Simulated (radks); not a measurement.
H I, 1 electrons, occupied as 1s1. All-electron calculation, Dirac Kohn-Sham, BLYP, spin-unpolarised, spherical densities, point nucleus. Program: a radial shooting solver on a logarithmic mesh with Libxc functionals.

Normalised radial functions P(r) = r R(r) (large component), r in bohr:

r	1s1/2
0.06335	0.1158
0.07375	0.1333
0.08654	0.1544
0.1007	0.1771
0.1173	0.2026
0.1376	0.2328
0.1602	0.2647
0.1865	0.2998
0.2189	0.3401
0.2548	0.3814
0.2967	0.4252
0.3482	0.4730
0.4053	0.5191
0.4718	0.5642
0.5537	0.6089
0.6446	0.6462
0.7504	0.6760
0.8806	0.6964
1.025	0.7026
1.193	0.6940
1.401	0.6674
1.63	0.6251
1.898	0.5674
2.228	0.4932
2.593	0.4140
3.019	0.3317
3.543	0.2476
4.124	0.1757
4.801	0.1157
5.634	0.0680
6.559	0.0372

1s1/2: eigenvalue -6.531 eV, 0 radial nodes, <r> = 1.64 bohr, 90 % of the charge inside 2.97 bohr.
